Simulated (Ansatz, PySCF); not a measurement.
CaCl$_{2}$, charge -1, doublet, geometry from GFN2-xTB (such geometries of metal compounds can be far from the true shape) (a state made from the parent by changing its charge; the spin is typed, not shown lowest) (in this run its highest filled SCF level lies above zero, so its values depend strongly on the basis, on diffuse functions most of all), atoms displaced at random by about 0.03 Å a coordinate. Base run: PBE/def2-SVP, gradient (PySCF).

Here is a job for PySCF.
```python
from pyscf import gto, scf, dft

mol = gto.M(
    atom='''
Ca    0.44125296   -0.56334252    0.41755587
Cl    1.38253298    0.72594878   -1.85286445
Cl   -1.94670370   -0.11012264    1.36714138
''',
    basis='def2-svp',
    charge=-1,
    spin=1,
    verbose=4,
)

mf = dft.UKS(mol)
mf.xc = 'pbe'
mf.kernel()
g = mf.nuc_grad_method()
grad = g.kernel()
```

Programs used: Ansatz (a program for electronic structure), PySCF; a row that names a program was run with it.

The coordinate followed is z of atom 3.

Each row names what was changed in the base input (with any setting that the change needs).

```tsv
change	dE/dx (Eh/bohr)	net force (Eh/bohr)
base	0.003550	0.000059
conv_tol = 1e-4	0.003630	0.000059
finite difference step (bohr) = 1e-3; conv_tol = 1e-11	0.003616	-
conv_tol = 1e-11	0.003550	0.000059
finite difference step (bohr) = 0.2; conv_tol = 1e-11	0.003636	-
grids.level = 5; grid_response = off	0.003625	0.000028
finite difference step (bohr) = 0.01; conv_tol = 1e-11	0.003616	-
grids.level = 1; grid_response = off	0.003259	0.000845
finite difference step (bohr) = 0.05; conv_tol = 1e-11	0.003618	-
grids.level = 0; grid_response = on	0.003244	0.000000
density fitting = on; auxbasis_response = off	0.003471	0.000270
code = ansatz	0.003623	0.000000
```

The net force is zero for an exact gradient.

Open shells are given as the SCF converged; they aren't shown to be the lowest states, and a large step between rows can be another state.
